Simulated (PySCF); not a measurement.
A run for PySCF: R-BP86/6-31G* on AlF2H4N (a complex), monomers drawn apart or pushed together.

```python
from pyscf import gto, scf, dft, mp
from pyscf.data.elements import chemcore

mol = gto.M(
    atom='''
    F     1.22790596    0.74733588    0.62885291
    Al   -0.27664925    0.27816578    1.18905317
    F    -0.70809469   -1.29944758    0.83887727
    H    -1.41821794    1.36067674    1.21564083
    N     0.43904594   -0.03408788    4.74293804
    H     0.79666343    0.80942104    5.18295454
    H    -0.33181513   -0.38420425    5.30525852
    H     1.17937499   -0.73192214    4.76328699
    ''',
    basis='6-31g*',
    cart=True,
    charge=0, spin=0, verbose=3, max_memory=1800)
mf = dft.RKS(mol, xc='b88,p86')
mf.conv_tol = 1e-8
mf.max_cycle = 100
mf.kernel()
if not mf.converged:
    mf = mf.newton().run(mf.mo_coeff, mf.mo_occ)
```

Q: Give the final energy of this run.

A: -499.3970 hartree.
